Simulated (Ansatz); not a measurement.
`C[SiH2][SiH2]F` → C• + F• + 7 H• + 2 Si•  (atomization)

Isolated molecules relaxed with PBE0-D4/def2-TZVP in Ansatz; ΔE leaves out vibrations. CCSD(T)/CBS is the MP2 limit (def2-TZVPP, def2-QZVPP) plus CCSD(T) − MP2 in def2-TZVPP, frozen cores. This one scheme is used for every species, atoms too. Functionals use def2-TZVPP. Open shells (•) are unrestricted, without spin–orbit coupling. Spin–orbit coupling would lower the free atoms: a little for C, F, Si. Each species was taken in one conformer, which may not be the lowest.

`C[SiH2][SiH2]F`:

```xyz
11

C     1.009   -0.003   -1.422
Si   -0.613   -0.315   -0.534
Si   -0.487    0.269    1.732
F     0.697   -0.564    2.439
H     1.812   -0.588   -0.970
H     0.932   -0.283   -2.475
H     1.284    1.052   -1.368
H    -1.005   -1.749   -0.643
H    -1.710    0.501   -1.131
H    -0.173    1.713    1.910
H    -1.746   -0.032    2.463
```

```json
{"species": "`C[SiH2][SiH2]F`", "CAM-B3LYP-D4 energy (Eh)": "-721.25919"}
{"species": "C•", "CAM-B3LYP-D4 energy (Eh)": "-37.83702"}
{"species": "F•", "CAM-B3LYP-D4 energy (Eh)": "-99.74685"}
{"species": "H•", "CAM-B3LYP-D4 energy (Eh)": "-0.49881"}
{"species": "Si•", "CAM-B3LYP-D4 energy (Eh)": "-289.37690"}
```

**Question.** Work out ΔE.

**Answer.** ΔE = 7 × (-0.49881) + 2 × (-289.37690) + (-37.83702) + (-99.74685) − (-721.25919) = 1.42985 Eh = +38.91 eV. CCSD(T)/CBS gives +38.85 eV.

**Question.** What do rigid-rotor, harmonic-oscillator terms from PBE0-D4/def2-TZVP frequencies (298.15 K, 1 bar) make of the CCSD(T)/CBS value? (An estimate is asked.)

**Answer.** Ansatz gave: ΔZPE = -2.00 eV, ΔH = +37.33 eV, ΔS = 1108 J/(mol·K), ΔG = +33.91 eV. Open shells count their whole term as degenerate.

Largest T1 diagnostic among the species: 0.012.

From BLYP to BHLYP (50 % exact exchange), in def2-TZVPP and without D4, ΔE moves by −0.08 eV: exact exchange takes away binding that semilocal exchange gives to molecules. Leaving LDA and LC-ωPBE aside and taking each functional with its dispersion term where it has one, the values, not all of them listed here, spread over 0.97 eV, from revPBE-D4 to ωB97X-V. LDA lies +4.56 eV from PBE without D4, its usual overbinding.

For atomizations the MP2-based limit and the directly extrapolated one differ by several kJ/mol either way, and by 10 to 25 for some Ge, Se and Sn compounds, so smaller differences from it don't rank the levels.
